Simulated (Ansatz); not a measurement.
Ansatz results at the PBE0-D4/def2-TZVP geometry: HOMO–LUMO gap (B3LYP/def2-TZVPP) 4.82 eV; size of the dipole moment (PBE/def2-TZVPP) 1.48 D; zero-point energy (PBE0-D4/def2-TZVP) 224.0 kJ/mol.

Each molecule was computed in one conformer, which needn't be the lowest.

(1) Which molecule gave them?
A. `COC(=N)Br`
B. `C=CCCl`
C. `C[SiH](N)BCl`
D. `O[SiH2]PS`

Results:

(1) C. The others give `COC(=N)Br`: 7.60, 3.57, 169.1; `O[SiH2]PS`: 5.83, 0.99, 134.5; `C=CCCl`: 7.02, 1.83, 188.2.

B3LYP here is the variant with VWN-RPA as its local correlation; programs differ in this.
